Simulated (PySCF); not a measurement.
**From computed data to an observable: entropy of an ideal gas**

Al(H)(NH2)2 (AlH5N2), SMILES [NH2][AlH][NH2].

Coordinates come from a B3LYP-D3(BJ)/def2-TZVP optimisation. Other conformers were not sampled.

B3LYP-D3(BJ)/def2-TZVP (PySCF) gives the harmonic wavenumbers 206, 268, 354, 360, 386, 523, 538, 680, 725, 773, 879, 1570, 1579, 1960, 3574, 3574, 3656, 3656 cm⁻¹ and the rotational temperatures 1.2767, 0.2899, 0.2362 K. The molar mass is 60.04 g/mol, the symmetry number 2, the spin multiplicity 1.

Problem. Work out the entropy at 298.15 K and 1 atm in the rigid-rotor, harmonic-oscillator model.

Solution. 
Translation (Sackur–Tetrode at 1 atm): S = R[1.5 ln M + 2.5 ln T − 1.16487] = 159.8 J/(mol K).
Rotation: q = (√π/σ) T^1.5/√(θA θB θC) = 15400, S = R[ln q + 3/2] = 92.7 J/(mol K).
Vibration: with u = 1.4388 ν/T, each mode gives R[u/(e^u − 1) − ln(1 − e^−u)]:
| ν (cm⁻¹) | modes | u | S (J/(mol K)) |
|---|---|---|---|
| 206 | 1 | 0.99 | 8.70 |
| 268 | 1 | 1.29 | 6.73 |
| 354 | 1 | 1.71 | 4.80 |
| 360 | 1 | 1.74 | 4.69 |
| 386 | 1 | 1.86 | 4.25 |
| 523 | 1 | 2.52 | 2.52 |
| 538 | 1 | 2.60 | 2.38 |
| 680 | 1 | 3.28 | 1.38 |
| 725 | 1 | 3.50 | 1.16 |
| 773 | 1 | 3.73 | 0.96 |
| 879 | 1 | 4.24 | 0.64 |
| 1570 | 1 | 7.58 | 0.04 |
| 1579 | 1 | 7.62 | 0.04 |
| 1960 | 1 | 9.46 | 0.01 |
The stiffer modes add less than 0.005 each. Sum 38.3 J/(mol K).
Spin: R ln 1 = 0.0 J/(mol K).
Total 290.8 J/(mol K); the program's own thermochemistry gives 290.8. Translation makes up 55 % and vibration 13 %. Anharmonicity, hindered rotation and orbital degeneracy are left out.
